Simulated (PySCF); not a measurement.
Vertical excitations of a molecule C2H8OSi2 from PySCF 2.14.0 with TDDFT-PBE/def2-SVPD, as energy in eV (oscillator strength): 4.67 (0.001), 5.31 (0.010), 5.59 (0.033), 5.64 (0.011), 6.16 (0.033), 6.27 (0.020), 6.49 (0.019), 6.61 (0.033), 6.69 (0.003), 6.71 (0.012). Lowest triplet (TDA): 4.29 eV. Coordinates come from a PBE0-D3(BJ)/def2-SVP optimisation. The values are those of a single conformer.

Q: Identify the compound among the candidates.
A. O=CC[SiH2][SiH3]
B. C1C[SiH2]O[SiH2]1
C. O[SiH2]/C=C/[SiH3]
D. C=CO[SiH2][SiH3]

A: D, C=CO[SiH2][SiH3]
